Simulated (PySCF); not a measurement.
SMILES C=C/C=C\C(C)(C)C (C₈H₁₄), GFN2-xTB optimised geometry.

```
22

C      2.16     1.49     2.96
C      1.20     1.07     2.15
C      1.47     0.39     0.90
C      0.61    -0.09     0.00
C     -0.90    -0.09     0.00
C     -1.44    -0.87     1.20
C     -1.38    -0.79    -1.28
C     -1.44     1.34     0.00
H      3.21     1.35     2.72
H      1.95     1.99     3.89
H      0.17     1.23     2.43
H      2.53     0.28     0.69
H      1.05    -0.57    -0.87
H     -2.53    -0.92     1.16
H     -1.05    -1.89     1.20
H     -1.16    -0.41     2.14
H     -1.03    -0.26    -2.16
H     -2.47    -0.81    -1.31
H     -1.02    -1.81    -1.32
H     -1.17     1.88     0.90
H     -2.53     1.33    -0.07
H     -1.05     1.89    -0.85
```

Density from PBE/def2-SVP run with PySCF at that geometry.

Minimum of the electron density along straight lines between bonded atoms, close to the bond critical point (lines longer than 1.1 times the sum of covalent radii, or with two minima, are not listed):

```tsv
bond	length / Å	ρ at the minimum / e bohr⁻³	∇²ρ there / e bohr⁻⁵	position (fraction from the first atom)
C1–C2	1.330	0.339	-0.89	0.50
C2–C3	1.446	0.277	[?]	0.50
C3–C4	1.335	0.334	-0.85	0.50
C4–C5	1.511	0.250	-0.55	0.51
C5–C6	1.535	0.237	-0.51	0.50
C5–C7	1.534	0.240	-0.52	0.50
C5–C8	1.535	0.237	-0.51	0.50
C1–H9	1.078	0.280	-1.05	0.63
C1–H10	1.077	0.281	-1.06	0.64
C2–H11	1.080	0.282	-1.05	0.63
C3–H12	1.085	0.278	-1.02	0.63
C4–H13	1.083	0.279	-1.02	0.63
C6–H14	1.088	0.274	-0.98	0.63
C6–H15	1.088	0.274	-0.99	0.63
C6–H16	1.085	0.276	-1.00	0.63
C7–H17	1.088	0.274	-0.98	0.63
C7–H18	1.088	0.274	-0.98	0.63
C7–H19	1.088	0.274	-0.98	0.63
C8–H20	1.085	0.276	-1.00	0.63
C8–H21	1.088	0.274	-0.98	0.63
C8–H22	1.088	0.274	-0.99	0.63
```

Task: Some entries are withheld; supply them.

Result: 
- C2–C3, ∇²ρ there / e bohr⁻⁵: -0.66
